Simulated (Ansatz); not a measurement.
Geometry optimisation, RKS PBE/def2-SVP in Ansatz 0.2.0.

Input file:

```yaml
crystal:
  periodic: [false, false, false]
  atoms:
    - { symbol: Ge, position_ang: [0.0, 0.0, 0.0] }
    - { symbol: H, position_ang: [0.0, 0.0, 1.55] }
    - { symbol: F, position_ang: [1.5842, 0.0, -0.5594] }
    - { symbol: C, position_ang: [-0.9232, 1.5994, -0.6527] }
    - { symbol: H, position_ang: [-1.9758, 1.3458, -0.8971] }
    - { symbol: H, position_ang: [-0.9048, 2.384, 0.1322] }
    - { symbol: H, position_ang: [-0.4128, 1.976, -1.5636] }
    - { symbol: F, position_ang: [-0.7913, -1.3709, -0.5594] }
basis:
  gaussian: { orbitals: def2-SVP }
hamiltonian:
  xc: pbe
relax:
  f_tol: 0.02
  max_steps: 40
```

Run as:

```bash
$ ansatz run input.yaml --threads 1 --pin off --max-ram 2048MiB --backend cpu --events-out ev --progress --plain --runs-dir out
```

**Question.** Where does it end, and by what steps?

**Answer.** It converged. After 13 steps the energy has fallen by 0.242 eV; H7 moved furthest, 0.46 Å.

```
step  energy less start (eV)  largest force component (eV/Å)  accepted
   0                  0.0000                           2.777       yes
   1                 -0.1813                           1.145       yes
   2                 -0.2330                           0.151       yes
   3                 -0.2342                           0.038       yes
   4                 -0.2347                           0.035       yes
   5                 -0.2362                           0.076       yes
   6                 -0.2350                           0.262        no
   7                 -0.2369                           0.139       yes
   8                 -0.2389                           0.089       yes
   9                 -0.2398                           0.087       yes
  10                 -0.2406                           0.070       yes
  11                 -0.2412                           0.054       yes
  12                 -0.2415                           0.032       yes
  13                 -0.2417                           0.018       yes
```

```xyz
8
Properties=species:S:1:pos:R:3
Ge -0.048 0.053 0.065
H -0.164 -0.266 1.575
F 1.663 0.161 -0.308
C -0.942 1.614 -0.662
H -2.036 1.526 -0.513
H -0.577 2.529 -0.156
H -0.724 1.684 -1.745
F -0.597 -1.367 -0.807
```

Run time: 40 s on 1 thread of Arm Neoverse V1 (shared host), peak memory 0.12 GiB.
